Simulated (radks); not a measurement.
All-electron atom: I2+ in [Kr] 4d10 5s2 5p3 (the NIST ground configuration).

Method: scalar-relativistic Kohn-Sham, PBE, spin-polarised, spherical densities, point nucleus; open shells are filled with parallel spins first (spin-orbit coupling, left out, can overturn this in heavy ions); computed with a radial shooting solver on a logarithmic mesh with Libxc functionals.

Energy parts (eV):
total: -193617.991
kinetic: 203240.344
electron-nucleus: -467475.387
Hartree: 75527.733
exchange-correlation: -4910.681

Orbitals (lengths in bohr, moments of r in powers of bohr; <r^-3> diverges for s and p1/2; r(90%) holds 90 % of the orbital's charge):
| orbital | occ. | eigenvalue (eV) | <1/r> | r(90%) | <r^-3> | <r^4> |
|---|---|---|---|---|---|---|
| 1s up | 1 | -33005.67 | 56.84 | 0.0490 | - | 2.642e-06 |
| 1s down | 1 | -33005.56 | 56.84 | 0.0490 | - | 2.642e-06 |
| 2s up | 1 | -5116.709 | 13.02 | 0.181 | - | 0.0004502 |
| 2s down | 1 | -5116.659 | 13.02 | 0.181 | - | 0.0004502 |
| 2p up | 3 | -4594.429 | 12.46 | 0.167 | 5773 | 0.0003255 |
| 2p down | 3 | -4594.335 | 12.46 | 0.167 | 5772 | 0.0003256 |
| 3s up | 1 | -1048.984 | 4.668 | 0.461 | - | 0.01932 |
| 3s down | 1 | -1048.885 | 4.668 | 0.461 | - | 0.01932 |
| 3p up | 3 | -879.7543 | 4.437 | 0.468 | 1103 | 0.02030 |
| 3p down | 3 | -879.6412 | 4.438 | 0.468 | 1103 | 0.02030 |
| 3d up | 5 | -626.3694 | 4.199 | 0.453 | 152.0 | 0.01774 |
| 3d down | 5 | -626.2617 | 4.200 | 0.453 | 152.0 | 0.01773 |
| 4s up | 1 | -200.9340 | 1.887 | 1.07 | - | 0.5631 |
| 4s down | 1 | -200.6925 | 1.886 | 1.07 | - | 0.5614 |
| 4p up | 3 | -147.8972 | 1.727 | 1.16 | 215.3 | 0.7788 |
| 4p down | 3 | -147.6427 | 1.728 | 1.16 | 215.4 | 0.7723 |
| 4d up | 5 | -70.6072 | 1.441 | 1.41 | 22.32 | 1.693 |
| 4d down | 5 | -70.1893 | 1.448 | 1.39 | 22.50 | 1.626 |
| 5s up | 1 | -36.9759 | 0.6916 | 2.70 | - | 23.03 |
| 5s down | 1 | -34.4889 | 0.6998 | 2.70 | - | 23.04 |
| 5p up | 3 | -25.4879 | 0.5842 | 3.19 | 25.42 | 44.51 |
| 5p down | 0 | -22.8856 | 0.5821 | 3.25 | 25.53 | 47.69 |

The highest occupied level is 5p up at -25.488 eV. The density falls to 0.001 e/bohr^3 at r = 3.89 bohr. Spin moment in Bohr magnetons: 3.
